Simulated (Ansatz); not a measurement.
Stepwise reaction of `F[Si](F)(F)S` with hydrogen sulfide, as a gas-phase model of exchange steps in deposition or etching. ΔE in kJ/mol; ΔG adds harmonic PBE0-D4 terms to CCSD(T)/CBS, at 1 bar.

Program: Ansatz. Geometries: PBE0-D4/def2-TZVP. ΔE: electronic, gas phase. CCSD(T)/CBS adds triple-zeta CCSD(T) − MP2 to the extrapolated MP2 energy (def2 sets, frozen cores). This one scheme is used for every species. DFT in def2-TZVPP. B3LYP here is the variant with VWN-RPA as its local correlation; programs differ in this. Each species was taken in one conformer, which may not be the lowest.

```
step                                     reaction  PBE-D4  B3LYP-D4  ωB97M-V  CCSD(T)/CBS  ΔG(400 K)
   1  `F[Si](F)(F)S` + H₂S → `F[Si](F)(S)S` + H–F    73.2      88.7     89.7         87.1       95.4
   3  `F[Si](S)(S)S` + H₂S → `S[Si](S)(S)S` + H–F    65.6      79.7     82.3         73.8       81.1
```

(1) Give the row of step 2, `F[Si](F)(S)S` + H₂S → `F[Si](S)(S)S` + H–F. (Estimate.)

(2) By hand: ΔE of the 3 steps together at CCSD(T)/CBS.

Results:

(1) Computed: 
```
step                                     reaction  PBE-D4  B3LYP-D4  ωB97M-V  CCSD(T)/CBS  ΔG(400 K)
   2  `F[Si](F)(S)S` + H₂S → `F[Si](S)(S)S` + H–F    69.0      84.0     85.4         80.5       92.1
```

(2) (87.1) + (80.5) + (73.8) = 241.4 kJ/mol, or 80.5 kJ/mol a step.

In ΔE each step is lower than the one before. All are uphill at CCSD(T)/CBS. ΔG lies between 81.1 and 95.4 kJ/mol a step. PBE-D4 differs from CCSD(T)/CBS by -13.9 to -8.2 kJ/mol a step. Isolated molecules leave out the surface, adducts and barriers. Largest T1 diagnostic: 0.012.
